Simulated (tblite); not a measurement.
Species: C8H6F (doublet state).
Cartesian coordinates in Å at the GFN2-xTB level; atoms count from 1:
```xyz
15
C8H6F angstrom
C     -2.2055   -0.3685    2.2743
C     -1.8267   -0.1838    1.1514
C     -1.4288    0.0460   -0.1946
C     -2.3948    0.3123   -1.1186
C     -0.0624   -0.0010   -0.5534
C      1.0330   -0.2579    0.2838
F      0.8235   -0.4979    1.6052
C      2.2996   -0.2820   -0.1399
C      3.5217   -0.3011   -0.5472
H     -2.5106   -0.5335    3.2642
H     -3.4333    0.3459   -0.8437
H     -2.1425    0.4972   -2.1479
H      0.1849    0.1822   -1.5890
H      3.9972   -1.2042   -0.9060
H      4.1402    0.5865   -0.5608
```

Computed geometry: GFN2-xTB, gas phase. This method treats the open shell by occupation alone, without spin polarisation.

Take the most abundant isotopes and a rigid rotor. The values belong to one conformer with, in the numbering `[CH:1]#[C:2][C:3](=[CH2:4])/[CH:5]=[C:6](\[F:7])[C:8]=[CH2:9]`, C2–C3–C5–C6 0°.

What are A, B and C (MHz)?

Ia = 155.07, Ib = 498.23, Ic = 649.93 u·Å²; 505379 MHz·u·Å²/I gives A = 3259, B = 1014, C = 777.6 MHz.

Classify the top.

An asymmetric top: κ = (2 × 1014 − 3259 − 777.6)/(3259 − 777.6) = -0.81.

Is it planar, by Δ = Ic − Ia − Ib?

Not planar: Δ = Ic − Ia − Ib = -3.37 u·Å². For a rigid frame Δ = −2 Σ m c², so Σ m c² = 1.69 u·Å² lies off the ab plane, practically all of it from hydrogen. The atom farthest from that plane is 0.92 Å away.

List the rotational levels J(Ka,Kc) to J = 4 (K).

Above 0(0,0), as E/k:
J = 1: 1(0,1) 0.086, 1(1,1) 0.194, 1(1,0) 0.205
J = 2: 2(0,2) 0.257, 2(1,2) 0.354, 2(1,1) 0.388, 2(2,1) 0.712, 2(2,0) 0.712
J = 3: 3(0,3) 0.512, 3(1,3) 0.595, 3(1,2) 0.663, 3(2,2) 0.970, 3(2,1) 0.974, 3(3,1) 1.537, 3(3,0) 1.537
J = 4: 4(0,4) 0.848, 4(1,4) 0.914, 4(1,3) 1.028, 4(2,3) 1.313, 4(2,2) 1.325, 4(3,2) 1.883, 4(3,1) 1.883, 4(4,1) 2.675, 4(4,0) 2.675
The levels of one J sum to (2J + 1)J(J + 1)(A + B + C)/3.

Estimate the classical rotational partition function at 10 K, 100 K and 298.15 K.

Point group Cs, symmetry number σ = 1; q = (√π/σ)·√((kT/h)³/(ABC)), k/h = 20836.6 MHz/K: 3330 at 10 K, 105000 at 100 K, 541000 at 298.15 K.

For this open shell read J as N, the rotation without spin; fine and hyperfine splittings come on top. Its GFN2-xTB frequencies are all real (lowest 46 cm⁻¹). No vibrational averaging or centrifugal distortion is included, and the geometry carries the error of its method.

The run took 0.73 s of wall time on one thread, Arm Neoverse V2 (aarch64), no GPU, shared host. These figures are those of the optimisation.
